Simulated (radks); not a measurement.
Effect of the nuclear size on the neon ion Ne+, [He] 2s2 2p5. Method: Dirac Kohn-Sham, relativistic LDA (MacDonald-Vosko exchange, VWN5 correlation), spin-unpolarised, spherical densities, finite nucleus; open shells fill j = l - 1/2 first; Fermi nuclear charge, rms radius 3.0055 fm; computed with a radial shooting solver on a logarithmic mesh with Libxc functionals. The rms radius is varied about that value; shifts are against it.

| rms radius (fm) | total energy shift (eV) | density at nucleus (e/bohr^3) | 1s1/2 shift (meV) |
|---|---|---|---|
| 2.4765 | -0.000378 | 641.9 | -0.155 |
| 2.9033 | -0.0000787 | 641.2 | -0.032 |
| 3.0055 | 0 | 641 | 0.000 |
| 3.27 | 0.000216 | 640.6 | 0.088 |
| 3.3812 | 0.000312 | 640.5 | 0.128 |

Slopes of the eigenvalues against <r^2> in GHz/fm^2, as finite differences over the two radii next to the reference (eigenvalue slopes, not the field-shift constants of lines): 1s1/2 12.9.
